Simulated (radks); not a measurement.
The mean radii <r> (bohr) of the occupied orbitals of an atom or ion are listed with their occupations. Calculated with a radial shooting solver on a logarithmic mesh with Libxc functionals: scalar-relativistic Kohn-Sham, PBE, spin-polarised, spherical densities, finite nucleus; Fermi nuclear charge, rms radius of each element as measured or else 0.836 A^(1/3) + 0.57 fm.

| orbital | occ. | <r> |
|---|---|---|
| 1s up | 1 | 0.02970 |
| 1s down | 1 | 0.02970 |
| 2s up | 1 | 0.1265 |
| 2s down | 1 | 0.1265 |
| 2p up | 3 | 0.1101 |
| 2p down | 3 | 0.1101 |
| 3s up | 1 | 0.3070 |
| 3s down | 1 | 0.3072 |
| 3p up | 1 | 0.2971 |

Name the element and its charge. Open shells, if any, are filled with parallel spins first.

Answer. Z = 49, indium, charge +36: In36+ in [Ne] 3s2 3p1. The 1s radius gives Z: for a bare nucleus <r> = (2 gamma + 1)/(2Z) with gamma = sqrt(1 - (Z/c)^2), 0.02926 bohr for Z = 49, and screening makes it slightly larger (0.02970 here). The occupations add up to 13, and the charge is Z minus that.
